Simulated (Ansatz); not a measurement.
Ideal-gas functions of C$_{3}$H$_{3}$BrO, SMILES `Br/C=C1\CO1` at 298.15 K and 1 bar, from an Ansatz frequency run at PBE0-D4/def2-TZVP.

Molar mass 134.96 g/mol, point group Cs (symmetry number 1), electronic degeneracy 1, moments of inertia 33.15, 368.217, 397.916 u Å². Harmonic wavenumbers (cm⁻¹, unscaled): 150, 236, 385, 401, 702, 768, 818, 1004, 1016, 1098, 1150, 1173, 1273, 1494, 1902, 3127, 3224, 3249.

Use S(trans) = R[1.5 ln M + 2.5 ln T − 1.1517]; rotational temperatures θ = 24.2544 K / I; S(rot) = R[ln(√π/σ · √(T³/θAθBθC)) + 1.5]; for each mode x = 1.438777 ν̃/T, S = R[x/(eˣ − 1) − ln(1 − e⁻ˣ)] and H = RT x/(eˣ − 1); 1 cm⁻¹ = 0.0119627 kJ/mol; R = 8.31446 J/(mol·K).

Task: By hand: the entropy, in J/(mol·K).

Result: Translation 170.0. Rotation: θ = 0.7317, 0.0659, 0.061 K, giving 112.5. Vibration, mode by mode: 11.18, 7.67, 4.27, 4.01, 1.27, 0.98, 0.81, 0.39, 0.37, 0.26, 0.21, 0.19, 0.13, 0.05, 0.01, 0.00, 0.00, 0.00, in all 31.8. Electronic 0.0. Sum 314.3 J/(mol·K).

Task: By hand: H − E and G − E in kJ/mol, counted from the electronic energy.

Result: Zero-point energy ½ × 23170 × 0.0119627 = 138.6; thermal vibration 5.8; translation, rotation and pV give 4 RT = 9.9. H − E = 154.3 kJ/mol, and G − E = 154.3 − 298.15 × 314.3/1000 = 60.6 kJ/mol.

Vibration gives 10 % of the entropy.
